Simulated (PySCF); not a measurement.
PySCF 2.14 output of an unrestricted LDA calculation on a single atom or ion in def2-QZVPPD with the def2 core potential (28 electrons) (7s5p4d3f2g, 81 functions), with a scalar-relativistic core potential:

```
SCF conv_tol = 1e-09
number electrons alpha = 7  beta = 4
    P. A. M. Dirac.,  Math. Proc. Cambridge Philos. Soc. 26, 376 (1930)
    F. Bloch.,  Z. Phys. 57, 545 (1929)
    S. H. Vosko, L. Wilk, and M. Nusair.,  Can. J. Phys. 58, 1200 (1980)
cycle= 1 E= -46.5148721368088  delta_E= -0.00413  |g|= 0.0122  |ddm|= 0.417
cycle= 2 E= -46.5149124884117  delta_E= -4.04e-05  |g|= 0.00794  |ddm|= 0.05
cycle= 3 E= -46.5149421717271  delta_E= -2.97e-05  |g|= 0.000175  |ddm|= 0.0138
cycle= 4 E= -46.5149421857553  delta_E= -1.4e-08  |g|= 7.65e-06  |ddm|= 0.000542
cycle= 5 E= -46.5149421857905  delta_E= -3.51e-11  |g|= 6.44e-07  |ddm|= 1.84e-05
converged SCF energy = -46.5149421857905  <S^2> = 3.750334  2S+1 = 4.000167
```

The run itself started from symmetry-adapted Hartree-Fock orbitals and held the occupation by maximum overlap, on a logarithmic radial grid, so the iterations belong to that start.

Question: Which element, charge and spin multiplicity is this?

Answer: Zr⁺ (zirconium, charge +1), multiplicity 4; the state was [Kr] 4d2 5s1, high-spin 4F determinant.

Energies and moments cover only the electrons outside the core potential.
